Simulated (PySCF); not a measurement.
Ga(I)2(OH) (GaHI₂O), SMILES [OH][Ga]([I])[I]. Atoms are numbered in the order given.

```xyz
5

Ga     0.7558     0.0084     0.0000
I     -0.4440    -2.1857     0.0000
I     -0.4366     2.1861     0.0000
O      2.5357     0.0656     0.0000
H      2.9575    -0.8053     0.0000
```

Geometry: B3LYP-D3(BJ)/def2-SVP. The def2 effective core potentials stand for the cores of I; spin–orbit coupling is left out. The values are those of a single conformer.

Level of theory: PBE/def2-TZVP (PySCF).

Symmetry labels are those of the subgroup Cs that the program uses (full group Cs).

Computed valence orbital energies around the gap with their symmetry:
```csv
orbital,symmetry,energy (eV)
HOMO−7,A',-10.36
HOMO−6,A',-8.71
HOMO−5,A",-8.06
HOMO−4,A',-8.03
HOMO−3,A",-7.12
HOMO−2,A',-7.00
HOMO−1,A",-6.90
HOMO,A',-6.73
LUMO,A',-2.99
LUMO+1,A",-2.11
LUMO+2,A',-0.31
LUMO+3,A',0.41
```
